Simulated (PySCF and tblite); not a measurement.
C4H8Br2, numbered as in [CH3:1][C@@H:2]([Br:3])[C@H:4]([CH3:5])[Br:6]. Conformers came from 200 starts (ETKDG and KDG, MMFF94s, GFN2-xTB); geometries are GFN2-xTB. Weights use PBE0-D3(BJ)/pcSseg-1 energies plus GFN2-xTB zero-point and thermal terms (modes under about 100 cm⁻¹ blended into free rotors). Symmetry numbers and mirror images are counted. Conformers within 2.5 kcal/mol (GFN2-xTB free energy) were kept, 7 at most. GIAO shieldings: PBE0/pcSseg-1. Shifts are against TMS (¹H), TMS (¹³C) at the same level. Codes: tblite and PySCF.

Torsions listed: Br3–C2–C4–Br6. Of a mirror pair one member is shown.

Two conformers hold nearly all the population. I: 65°; δ(H2/H4) = 4.46 ppm. II: 180°; δ(H2/H4) = 4.02 ppm. The average over the ensemble at 298.15 K is 4.07 ppm.

Q: What populations and free-energy difference follow from a two-state model?

A: p(I) = (4.07 − 4.02)/(4.46 − 4.02) = 0.11, so K = p(II)/p(I) = 7.80 and G(II) − G(I) = −RT ln K = -1.22 kcal/mol. One of the two counts twice, as a mirror pair, which this difference holds. The weights computed directly are 9.7 % and 90.3 %.

Spin–orbit effects of the heavy atoms on shieldings are missing.
